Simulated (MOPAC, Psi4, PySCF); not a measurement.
Torsional profile of SMILES B/C=C\[SeH]. Scanned: dihedral C2–C3–Se4–H9; all other coordinates were relaxed at B3LYP-D3(BJ)/def2-SVP. Points at φ and −φ are mirror images. Heavy atoms are numbered in the order of the SMILES B/C=C\[SeH], hydrogens after them in the order of the atoms that carry them; the mirror image has the same energies with the sign of each dihedral reversed.

Levels: PM3, restricted, heats of formation // B3LYP-D3(BJ)/def2-SVP (MOPAC); RKS-B3LYP/6-31G* = restricted B3LYP/6-31G*, spherical d // B3LYP-D3(BJ)/def2-SVP (PySCF 2.14.0); RKS-LDA (SVWN5)/6-31G* = restricted LDA (SVWN5)/6-31G*, spherical d // B3LYP-D3(BJ)/def2-SVP (PySCF); MP2/cc-pVTZ = Psi4 with DF-MP2 (frozen core)/cc-pVTZ // B3LYP-D3(BJ)/def2-SVP.

Energies relative to the lowest point of each profile, in kcal/mol; the last columns give the difference from MP2:

| φ / ° | PM3 | RKS-B3LYP/6-31G* | RKS-LDA (SVWN5)/6-31G* | MP2/cc-pVTZ | PM3 − MP2/cc-pVTZ | RKS-B3LYP/6-31G* − MP2/cc-pVTZ | RKS-LDA (SVWN5)/6-31G* − MP2/cc-pVTZ |
|---|---|---|---|---|---|---|---|
| -150 | 1.1 | 1.2 | 2.3 | 1.3 | -0.2 | 0.0 | 1.1 |
| -120 | 2.8 | 4.3 | 6.3 | 4.2 | -1.5 | 0.0 | 2.1 |
| -90 | 4.5 | 6.5 | 9.6 | 6.2 | -1.7 | 0.3 | 3.4 |
| -60 | 3.1 | 5.1 | 7.1 | 5.0 | -1.9 | 0.2 | 2.1 |
| -30 | 1.2 | 1.9 | 2.6 | 1.9 | -0.7 | -0.1 | 0.7 |
| 0 | 0.0 | 0.1 | 0.0 | 0.2 | -0.2 | -0.2 | -0.2 |
| 30 | 1.2 | 1.9 | 2.6 | 1.9 | -0.7 | -0.1 | 0.7 |
| 60 | 3.1 | 5.1 | 7.1 | 5.0 | -1.9 | 0.2 | 2.1 |
| 90 | 4.5 | 6.5 | 9.6 | 6.2 | -1.7 | 0.3 | 3.4 |
| 120 | 2.8 | 4.3 | 6.3 | 4.2 | -1.5 | 0.0 | 2.1 |
| 150 | 1.1 | 1.2 | 2.3 | 1.3 | -0.2 | 0.0 | 1.1 |
| 180 | 0.1 | 0.0 | 0.7 | 0.0 | 0.1 | 0.0 | 0.7 |

PM3 is furthest from MP2/cc-pVTZ at -60 (-1.9 kcal/mol, below); its mean absolute difference over the points is 1.0 kcal/mol.

RKS-B3LYP/6-31G* is furthest from MP2/cc-pVTZ at -90 (0.3 kcal/mol, above); its mean absolute difference over the points is 0.1 kcal/mol.

RKS-LDA (SVWN5)/6-31G* is furthest from MP2/cc-pVTZ at -90 (3.4 kcal/mol, above); its mean absolute difference over the points is 1.6 kcal/mol.
